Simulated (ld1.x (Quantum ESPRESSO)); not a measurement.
# Transferability test, ultrasoft potential for arsenic

```
Element                 : As (Z = 33)
Generator               : ld1.x (Quantum ESPRESSO) 7.5
Type                    : ultrasoft
Functional              : PBE
Relativity              : scalar-relativistic
Frozen core             : [Ar]
Valence charge          : 15
Reference configuration : 3d10 4s1 4p4
Partial waves           : 4s (bound): rcut 1.10, rcutus 1.55 bohr; 4s channel at 3.45 Ry: rcut 1.10, rcutus 1.55 bohr; 4p (bound): rcut 1.25, rcutus 1.55 bohr; 4p channel at 0.95 Ry: rcut 1.25, rcutus 1.55 bohr; 3d (bound): rcut 1.05, rcutus 1.15 bohr; 3d channel at -2.7 Ry: rcut 1.05, rcutus 1.15 bohr
Local potential         : all-electron potential smoothed inside 0.90 bohr (lloc = -2)
Core correction         : none
Augmentation charge     : built from norm-conserving waves at rcut, not smoothed further
```

Energies are relative to the spin-unpolarised reference configuration 3d10 4s1 4p4; without spin polarisation the order of configurations can differ from experiment. Not all tests gave a result: 2 of 7 tests not solved or not reliable. Left out of the table: 3d9 4s2 4p3 (solver errors, printed error -46.3 eV); 3d9 4s2 4p4 (solver errors, printed error -45.9 eV).

Q: Give the all-electron excitation energy and the error of the potential for: 3d10 4s2 4p3; 3d10 4s2 4p2; 3d10 4s2 4p1; 3d10 4s2 4p3.3; 3d10 4s2 4p0.

A:

| valence configuration | charge | ΔE all-electron (eV) | error AE − PS (meV) |
| --- | --- | --- | --- |
| 3d10 4s2 4p3 | 0 | -9.417 | -0.3 |
| 3d10 4s2 4p2 | +1 | -0.268 | -3.5 |
| 3d10 4s2 4p1 | +2 | 17.650 | -8.1 |
| 3d10 4s2 4p3.3 | -0.3 | -10.651 | +0.1 |
| 3d10 4s2 4p0 | +3 | 45.353 | -4.3 |

Levels in the configuration 3d10 4s2 4p3.3:

```tsv
level	all-electron (eV)	pseudo (eV)
3d	-38.162	-38.112
4s	-12.166	-12.165
4p	-3.061	-3.062
```
